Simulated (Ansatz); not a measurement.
Input for Ansatz (development build ahead of 0.2.0):

```yaml
crystal:
  periodic: [false, false, false]
  atoms:
    - { symbol: C, position_ang: [0.0, 1.4, 0.0] }
    - { symbol: C, position_ang: [1.21244, 0.7, 0.0] }
    - { symbol: C, position_ang: [1.21244, -0.7, 0.0] }
    - { symbol: C, position_ang: [0.0, -1.4, 0.0] }
    - { symbol: C, position_ang: [-1.21244, -0.7, 0.0] }
    - { symbol: C, position_ang: [-1.21244, 0.7, 0.0] }
    - { symbol: C, position_ang: [2.42487, 1.4, 0.0] }
    - { symbol: C, position_ang: [3.63731, 0.7, 0.0] }
    - { symbol: C, position_ang: [3.63731, -0.7, 0.0] }
    - { symbol: C, position_ang: [2.42487, -1.4, 0.0] }
    - { symbol: H, position_ang: [0.0, 2.485, 0.0] }
    - { symbol: H, position_ang: [0.0, -2.485, 0.0] }
    - { symbol: H, position_ang: [-2.15207, 1.2425, 0.0] }
    - { symbol: H, position_ang: [2.42487, 2.485, 0.0] }
    - { symbol: H, position_ang: [4.57694, 1.2425, 0.0] }
    - { symbol: H, position_ang: [4.57694, -1.2425, 0.0] }
basis:
  gaussian: { orbitals: def2-TZVP }
magnetization:
  initial_magnetization: 2
hamiltonian:
  xc: pbe0
```

The input is written out in the form of the current development build from the run's settings.

The run gave:

| Item | Value |
| --- | --- |
| Converged | yes |
| Total energy | -384.17407 hartree |
| Spin squared of the determinant | 2.000 |
| Stability test | minimum among restricted orbitals |

Caution: another spin multiplicity may lie lower.
